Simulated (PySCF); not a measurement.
NMR data simulated for an unnamed compound:

¹H NMR (400 MHz, computed): δ 6.21 (br s, 1H), 5.98 (br s, 1H), 4.98 (m, 1H), 4.55 (m, 1H), 4.34 (m, 1H), 1.49 (m, 1H), 1.42 (m, 1H).

¹³C{¹H} NMR (computed): δ 142.8 (C), 114.7 (CH2), 50.7 (CH), 16.1 (CH2).

PySCF 2.14.0 with density-fitted response routines calculation with geometry: GFN2-xTB and σ from GIAO-PBE0/pcSseg-1; non-relativistic, one computed conformer, gas phase.

References, each an isolated molecule treated in the same way: TMS for ¹H and ¹³C.

Question: Which of these does the molecule contain: a Si–H bond, a Si–CH3 group, a ketone, a non-aromatic C=C double bond, an amide, a three-membered ring?

Answer: 
- A Si–H bond: yes (δH 4.98 (m), 4.55 (m)).
- A Si–CH3 group: no.
- A ketone: no.
- A non-aromatic C=C double bond: yes.
- An amide: no.
- A three-membered ring: yes.

The data belong to `InChI=1S/C4H7FOSi/c1-3-2-4(3)6-7-5/h4H,1-2,7H2/t4-/m1/s1`; they needn't prove each group on their own.

Carbon signals by region: 2 in the sp2 and nitrile region (100–160 ppm), 1 at 50–100 ppm, 1 below 50 ppm.

Splittings by ¹⁹F in the carbon and heteronuclear signals aren't shown, as no couplings were computed. Shifts are as computed. Against solution values, carbons near 30 ppm lie about +3 ppm off and those near 130 ppm about +5 ppm. Of 1211 compounds with measured shifts, 218 miss one by over three times the rms of a fit or turn the order of signals round; such compounds aren't used in these exercises. Multiplicities follow the n + 1 count of equivalent neighbours, as no J values were calculated; m marks all less simple cases, F and P coupling included.
